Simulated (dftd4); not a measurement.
HCl₃HfO, singlet, at a GFN2-xTB geometry (such geometries of metal compounds can be far from the true shape); D4 for tpss in dftd4.

The dftd4 input:
```
$ dftd4 mol.xyz --func tpss --charge 0 --json dftd4.json --noedisp

# file mol.xyz
6

Hf    -0.14925711     0.14034048     0.03130687
Cl     1.67998636     1.13370639    -0.80467477
Cl     0.56239264    -0.67929444     1.99434686
Cl    -0.64878279    -1.60501277    -1.29865558
O     -1.72626897     1.07595861     0.00766214
H     -2.53447159     0.84803059    -0.46267216
```

Output, abridged:

```
                    ____  _____ _____     ____  _  _
      -------------|  _ \|  ___|_   _|---|  _ \| || |------------
     |             | | | | |_    | | ___ | | | | || |_           |
     |             | |_| |  _|   | ||___|| |_| |__   _|          |
     |             |____/|_|     |_|     |____/   |_|            |
     |             ===================================           |
     |            E. Caldeweyher, S. Ehlert & S. Grimme          |
     |          Mulliken Center for Theoretical Chemistry        |
     |                    University of Bonn                     |
      -----------------------------------------------------------

Rational (Becke-Johnson) damping: tpss-D4-ATM
---------------------
  s6         1.0000
  s8         1.7660
  s9         1.0000
  a1         0.4282
  a2         4.5426
 alp        16.0000
--------------------

Dispersion energy:      -9.6979757211107E-03 Eh

[Info] JSON dump of results written to 'dftd4.json'
```
